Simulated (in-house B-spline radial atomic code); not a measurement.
Values are calculated unless marked as measured or tabulated.
Weak and strong correlation along the adiabatic connection

Two-electron singlets in several external potentials (atomic units), by full CI in B-splines with partial waves to l = 8 (correlation energies up to 0.6 % small). The repulsion is scaled by λ at fixed density; W(λ) is the mean repulsion less the Hartree energy, W(0) = E_x, and the area under W from 0 to 1 is E_xc.

One system gave this curve:

```csv
λ,W (hartree)
0,-10.403
0.02,-10.405
0.05,-10.407
0.12,-10.414
0.25,-10.426
0.4,-10.44
0.6,-10.458
0.8,-10.476
1,-10.494
1.4,-10.529
2,-10.581
3,-10.665
4.5,-10.784
7,-10.967
10,-11.165
```

(1) Which system is it?
A. −Z/r, Z = 0.908, wall at 0.637 bohr
B. −Z exp(−kr)/r, Z = 2.37, k = 0.0387
C. −Z/r, Z = 17
D. ω²r²/2 − Z/r, ω = 0.753, Z = 1

## Answers

(1) C. The exchange energy sets the size: −Z/r, Z = 17: E_x = -10.4, E_c = -0.0459; −Z/r, Z = 0.908, wall at 0.637 bohr: E_x = -2.87, E_c = -0.0503; −Z exp(−kr)/r, Z = 2.37, k = 0.0387: E_x = -1.26, E_c = -0.0426; ω²r²/2 − Z/r, ω = 0.753, Z = 1: E_x = -0.84, E_c = -0.0391 hartree.
